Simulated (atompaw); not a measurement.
# lanthanum: PAW (atompaw) pseudisation with LDA (PW92), scalar-relativistic reference atom.

```
Element                 : lanthanum (La)
Generator               : atompaw 4.2.0.5
Type                    : PAW
Functional              : LDA (PW92)
Relativity              : scalar-relativistic
Frozen core             : [Kr] 4d10
Valence charge          : 11
Reference configuration : 4f0 5s2 5p6 5d1 6s0.5 6p0 (charge +1.5)
Partial waves           : 5s (bound); 6s (bound); 5p (bound); 6p (bound, empty); 5d (bound); 5d channel at -0.45 Ry; 4f (bound, empty); 4f channel at -0.5 Ry
Local potential         : ultrasoft scheme with l = 4 at 0 Ry, radius 2.15 bohr
Core correction         : smooth core density matched at 2.95 bohr
Augmentation charge     : besselshape compensation charge, radius 2.25 bohr; PAW radius 3.00 bohr; waves and projectors: bloechl
```

All-electron outer shells of the reference configuration (LDA (PW92), scalar-relativistic, ld1.x):

```json
{"shell": "4p", "level (eV)": "-208.89", "outermost node (bohr)": "0.34", "outermost maximum (bohr)": "0.63"}
{"shell": "4d", "level (eV)": "-113.11", "outermost node (bohr)": "0.32", "outermost maximum (bohr)": "0.68"}
{"shell": "5s", "level (eV)": "-48.27", "outermost node (bohr)": "0.77", "outermost maximum (bohr)": "1.41"}
{"shell": "5p", "level (eV)": "-31.62", "outermost node (bohr)": "0.83", "outermost maximum (bohr)": "1.58"}
{"shell": "4f", "level (eV)": "-13.80", "outermost node (bohr)": "–", "outermost maximum (bohr)": "0.75"}
{"shell": "5d", "level (eV)": "-11.71", "outermost node (bohr)": "0.95", "outermost maximum (bohr)": "2.19"}
{"shell": "6s", "level (eV)": "-11.15", "outermost node (bohr)": "1.84", "outermost maximum (bohr)": "3.47"}
{"shell": "6p", "level (eV)": "-7.79", "outermost node (bohr)": "2.15", "outermost maximum (bohr)": "4.24"}
```

Problem. Estimate the cutoffs (Ry, on a coarse ladder) from which the occupation-weighted sum of valence levels, in a spherical-Bessel basis at the reference potential, stays within 10 and 1 mRy of its value at 400 Ry.

Solution. 25 Ry and 30 Ry.

Problem. What does a ghost test show?

Solution. No extra level below or beside the all-electron valence levels (s, p, d, f tested). The logarithmic derivative shows an extra or strongly shifted pseudo pole above the reference energy (d near 0.20 Ry).

Problem. Is the overlap operator S = 1 + Σ q|β⟩⟨β| positive definite (Bessel basis up to 400 Ry)?

Solution. Barely: its lowest eigenvalue is 0.007 (d channel).
